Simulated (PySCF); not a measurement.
# Levels of Os(63+) from EOM-EA-GCCSD

Reference: closed-shell Os(64+), [Ne] 3s2; one electron is added. Calculated with PySCF 2.14, two-component X2C-1e with screened spin-orbit coupling, an uncontracted even-tempered set (17 s from 7.4 bohr⁻², ratio 2.6; 14 p from 9.7 bohr⁻², ratio 2.6; 6 d from 9.9 bohr⁻², ratio 2.8; 4 f from 130 bohr⁻², ratio 2.8); frozen 1s2; the 50 highest virtual spinors dropped; of the others 56 kept and the rest restored at second order. No Breit or QED terms. Binding energies in eV.

```json
{"level": "3p1/2", "Koopmans": "7190.1", "second order": "7191.6", "EOM-CCSD": "7190.9"}
{"level": "3p3/2", "Koopmans": "6770.4", "second order": "6773.1", "EOM-CCSD": "6773.2"}
{"level": "3d3/2", "Koopmans": "6538.2", "second order": "6552.2", "EOM-CCSD": "6528.2"}
{"level": "3d5/2", "Koopmans": "6445.5", "second order": "near a pole", "EOM-CCSD": "6445.7"}
```

Electric-dipole lines between these computed levels:

```csv
lower,upper,ΔE (eV),vacuum wavelength (nm)
3p1/2,3d3/2,662.71,1.871
3p3/2,3d3/2,245.04,5.060
3p3/2,3d5/2,327.49,3.786
```

In EOM-CCSD the overlap with the one-orbital guess is low for 3d3/2 (weight 0.78). That can mean mixing with two-particle, one-hole states, where second order and EOM-CCSD lose accuracy, or only a rotation among the degenerate components of the shell; the terms of those configurations are not listed.

For comparison, the ionisation energy of Os(63+) is 7185 ± 19 eV (theoretical estimate listed by NIST; NIST Atomic Spectra Database, ionization energies).

Only part of the computed levels is shown.
